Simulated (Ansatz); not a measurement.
System: sum formula H$_{7}$Si$_{3}$NOClF, charge 0, multiplicity 1. 
Structure (B3LYP-D3(BJ)/def2-TZVP (Ansatz, a first-principles code) minimum search):
```
Si
F 1 1.5904
O 1 1.6103 2 109.89
Si 3 1.6510 1 144.52 2 -84.75
N 1 1.6902 2 110.65 3 120.74
H 5 1.0110 1 114.22 2 -126.75
Si 5 1.7397 6 117.15 1 176.61
H 7 1.4766 5 106.61 6 -179.93
H 4 1.4767 3 107.17 1 168.54
H 4 1.4781 9 110.07 3 -118.93
H 4 1.4781 9 110.24 10 -121.41
H 7 1.4809 8 110.20 5 120.24
H 7 1.4813 8 110.00 12 119.10
Cl 1 2.0542 2 104.38 3 -117.81
```

Basis-set convergence of Hartree-Fock and CCSD(T) correlation energies (hartree) with Ansatz. Correlated levels leave the core frozen unless marked. Spin-orbit coupling is left out. No relativistic terms.

```tsv
basis	functions	E(HF)	E(corr, CCSD(T))
aug-cc-pV(D+d)Z	260	-1559.46259	-1.13417
aug-cc-pV(T+d)Z	519	___	___
```

**Question.** What belongs in the gaps?

**Answer.** 
- aug-cc-pV(T+d)Z, E(HF): -1559.59888
- aug-cc-pV(T+d)Z, E(corr, CCSD(T)): -1.38144
